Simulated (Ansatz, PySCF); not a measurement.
CH8FNOSi2, SMILES N[SiH2][Si@@H](O)CF. Atoms are numbered in the order given.

```xyz
14

N      2.3325    -0.4778    -1.5909
Si     0.8662    -1.0112    -0.8170
Si    -0.1246     0.6667     0.4916
O     -0.0396     2.0772    -0.4193
C     -1.9311     0.1842     0.8617
F     -1.8933    -1.1105     1.3604
H      2.3173     0.4280    -2.0494
H      3.2005    -0.5914    -1.0788
H     -0.1396    -1.4312    -1.8447
H      1.2107    -2.1929     0.0297
H      0.5673     0.8707     1.8096
H     -0.1484     2.9047     0.0581
H     -2.4291     0.8363     1.6010
H     -2.5427     0.1977    -0.0581
```
Charge 0, spin multiplicity 1.

The structure is a stationary point at PBE0-D3(BJ)/def2-SVP. The structure was generated by enumeration; whether it is a known compound was not checked. Other conformers were not sampled.

Two levels are set side by side: PBE-D3(BJ)/def2-SVP (Ansatz, a quantum-chemistry and plane-wave program) and PBE0-D3(BJ)/def2-SVP (Ansatz). Each level has its own optimised geometry; the coordinates shown are those of the second. Frequencies come from the Hessian of PySCF at each geometry. Differences are taken from unrounded values.

```csv
quantity,PBE0-D3(BJ)
mean bond length (Å),1.443
bond N1–Si2 (Å),1.742
bond Si2–Si3 (Å),2.347
bond Si3–O4 (Å),1.681
bond Si3–C5 (Å),1.906
bond C5–F6 (Å),1.388
bond N1–H7 (Å),1.015
bond N1–H8 (Å),1.014
bond Si2–H9 (Å),1.498
bond Si2–H10 (Å),1.494
bond Si3–H11 (Å),1.502
bond O4–H12 (Å),0.962
bond C5–H13 (Å),1.104
bond C5–H14 (Å),1.105
highest harmonic wavenumber (cm⁻¹),3926
mean harmonic wavenumber (cm⁻¹),1174
zero-point energy (kcal/mol),60.44
```

Problem. What does PBE-D3(BJ) give, and how far is it from PBE0-D3(BJ)? (An estimate is asked for; the answer gives what the named calculation found.)

Solution. 
```tsv
quantity	PBE-D3(BJ)	PBE-D3(BJ) minus PBE0-D3(BJ)
mean bond length (Å)	1.455	0.012
bond N1–Si2 (Å)	1.761	0.019
bond Si2–Si3 (Å)	2.357	0.010
bond Si3–O4 (Å)	1.699	0.018
bond Si3–C5 (Å)	1.919	0.013
bond C5–F6 (Å)	1.406	0.018
bond N1–H7 (Å)	1.026	0.011
bond N1–H8 (Å)	1.025	0.011
bond Si2–H9 (Å)	1.508	0.010
bond Si2–H10 (Å)	1.504	0.010
bond Si3–H11 (Å)	1.514	0.012
bond O4–H12 (Å)	0.973	0.011
bond C5–H13 (Å)	1.114	0.009
bond C5–H14 (Å)	1.114	0.009
highest harmonic wavenumber (cm⁻¹)	3754	-171
mean harmonic wavenumber (cm⁻¹)	1135	-40
zero-point energy (kcal/mol)	58.40	-2.05
```

Exact exchange shortens and stiffens bonds; PBE has none. Differences between two approximate levels are no errors against the true value.
